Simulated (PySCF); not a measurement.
Which basis set comes closest?

Molecule: SMILES FC(F)(F)[SiH3], CH$_{3}$F$_{3}$Si.

Atom-mapped SMILES (the numbers label the heavy atoms): `[F:1][C:2]([F:3])([F:4])[SiH3:5]`; H(Xn) means a hydrogen on atom n.

Geometry PBE0-D3(BJ)/def2-SVP throughout; GIAO in PySCF, gas phase, one conformer, non-relativistic; equivalent atoms averaged; functional PBE0.

Reference values (measured; G. Saielli, R. Bini, A. Bagno, Computational 19F NMR. 2. Organic compounds, RSC Adv. 2014, ESI (exp. from Berger-Braun-Kalinowski 1994 and Everett 1995)): δ(F1/F3/F4) = -55.2 ppm vs CFCl3. Computed shifts are taken against CFCl3, calculated as an isolated molecule at each level.

Problem. How do the basis sets STO-3G, 6-31G, pcSseg-0, 6-31G*, def2-SVP, cc-pVDZ, pcSseg-1, aug-cc-pVDZ, 6-311+G(2d,p), def2-TZVP, cc-pVTZ, IGLO-III, pcSseg-2 perform against the reference? Times are CPU seconds on shared hosts with different chips, so compare them loosely.

Solution. 
```csv
basis set,functions,F1/F3/F4,abs. error F,core-s
STO-3G,32,-85.0,29.8,1.9
6-31G,55,-69.7,14.5,3.7
pcSseg-0,55,-70.0,14.8,2.9
6-31G*,80,-64.8,9.6,4.9
def2-SVP,89,-55.7,0.5,4.8
cc-pVDZ,89,-60.2,5.0,5.1
pcSseg-1,107,-65.1,9.9,11
aug-cc-pVDZ,146,-62.0,6.8,9.4
"6-311+G(2d,p)",161,-68.4,13.2,11
def2-TZVP,179,-64.7,9.5,13
cc-pVTZ,196,-63.7,8.5,14
IGLO-III,214,-66.3,11.1,15
pcSseg-2,229,-66.4,11.2,37
```

For ¹⁹F the closest is def2-SVP (0.5 ppm) and the furthest STO-3G (29.8 ppm). Where a smaller basis beats a larger one, errors probably cancel; the largest sets show where the functional converges. One molecule is a small sample, and vibrational and solvent effects are absent from the calculation.

A small basis that lands close on one nucleus may do so by chance; judge by the trend and by all nuclei.
